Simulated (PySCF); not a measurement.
## Electron correlation in Mn²⁺ (manganese, charge +2)

[Ar] 3d4 4p1, one real determinant (an excited configuration). Computed with PySCF 2.14 in aug-cc-pVDZ (7s6p4d2f, 59 functions), with the non-relativistic Hamiltonian (point nucleus). Frozen: [Ar]; 5 electrons correlated.

```json
{"level": "CCSD", "correlation energy (mhartree)": "-37.94"}
{"level": "(T)", "correlation energy (mhartree)": "-0.37"}
{"level": "CCSD(T)", "correlation energy (mhartree)": "-38.31"}
```

Diagnostics: T1 = 0.0049, D1 = 0.0088, largest double amplitude 0.047.

The real determinant used has ⟨L²⟩ near 8 against 12 for a pure F term, so it mixes terms.

Cost of the coupled-cluster step: roughly 1.6 core-seconds, for 5 correlated electrons.

Iterations:

```
CC2 = 0
CCSD nocc = (np.int64(5), np.int64(0)), nmo = (50, 50)
frozen orbitals [[0, 1, 2, 3, 4, 5, 6, 7, 8], [0, 1, 2, 3, 4, 5, 6, 7, 8]]
max_cycle = 100
direct = 0
conv_tol = 1e-08
conv_tol_normt = 1e-06
diis_space = 8
diis_start_cycle = 0
Init t2, MP2 energy = -0.0329826253292148
Init E_corr(UCCSD) = -0.0329826253558431
cycle = 1  E_corr(UCCSD) = -0.0368817115390122  dE = -0.00389908618  norm(t1,t2) = 0.015938
cycle = 2  E_corr(UCCSD) = -0.0375610236978129  dE = -0.000679312159  norm(t1,t2) = 0.00575876
cycle = 3  E_corr(UCCSD) = -0.0378416227583489  dE = -0.000280599061  norm(t1,t2) = 0.0029312
cycle = 4  E_corr(UCCSD) = -0.037824986708359  dE = 1.663605e-05  norm(t1,t2) = 0.00160299
cycle = 5  E_corr(UCCSD) = -0.0378478756051818  dE = -2.28888968e-05  norm(t1,t2) = 0.00142072
cycle = 6  E_corr(UCCSD) = -0.0378745972675673  dE = -2.67216624e-05  norm(t1,t2) = 0.00130923
cycle = 7  E_corr(UCCSD) = -0.0379271800922809  dE = -5.25828247e-05  norm(t1,t2) = 0.000794376
cycle = 8  E_corr(UCCSD) = -0.0379352346063935  dE = -8.05451411e-06  norm(t1,t2) = 0.000321516
cycle = 9  E_corr(UCCSD) = -0.0379368574016743  dE = -1.62279528e-06  norm(t1,t2) = 0.000129684
cycle = 10  E_corr(UCCSD) = -0.0379373934921504  dE = -5.36090476e-07  norm(t1,t2) = 4.33103e-05
cycle = 11  E_corr(UCCSD) = -0.0379375580768708  dE = -1.6458472e-07  norm(t1,t2) = 1.47136e-05
cycle = 12  E_corr(UCCSD) = -0.0379374393897565  dE = 1.18687114e-07  norm(t1,t2) = 3.20429e-06
cycle = 13  E_corr(UCCSD) = -0.0379374477919221  dE = -8.40216557e-09  norm(t1,t2) = 1.11617e-06
cycle = 14  E_corr(UCCSD) = -0.0379374581869258  dE = -1.03950037e-08  norm(t1,t2) = 4.2402e-07
cycle = 15  E_corr(UCCSD) = -0.0379374615574276  dE = -3.37050179e-09  norm(t1,t2) = 1.28021e-07
UCCSD converged
E(UCCSD) = -1148.651957269106  E_corr = -0.03793746155742759
UCCSD(T) correction = -0.000370141762292732
```

The reference is one real determinant that mixes LS terms of this configuration.
